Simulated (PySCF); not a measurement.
**A small calculation by hand: oscillator strength and radiative lifetime**

ClGeH₃Se, SMILES Cl[Se][GeH3].

Geometry: B3LYP-D3(BJ)/def2-SVP. The structure was generated by enumeration, and PubChem lists no compound with its InChIKey, so it may never have been made.

TDDFT-PBE/def2-SVPD in PySCF puts the first singlet state with f over 0.02 at 5.82 eV (vertical), with the transition dipole (-0.145, -0.592, 0.000) in atomic units.

Find the oscillator strength, the wavelength and the radiative lifetime that this transition would have in vacuum if emission retraced absorption.


|μ|² = 0.3715 au, so |μ| = 1.55 D. ΔE = 5.82/27.211 = 0.2139 hartree. f = (2/3) ΔE |μ|² = 0.053 (the program prints 0.053).
λ = 1239.84/5.82 = 213 nm; ν = 46941 cm⁻¹.
Einstein's coefficient A = 0.6670 ν² f s⁻¹ (ν in cm⁻¹) = 7.8e7 s⁻¹, so τ = 1/A = 13 ns. This state is S9; the lower singlets have f = 0.001, 0.003, 0.006, 0.002, 0.002, 0.014, 0.001, 0.004. The figure is the radiative limit of this one transition; relaxation, internal conversion, crossing to triplets and a medium change what is measured.
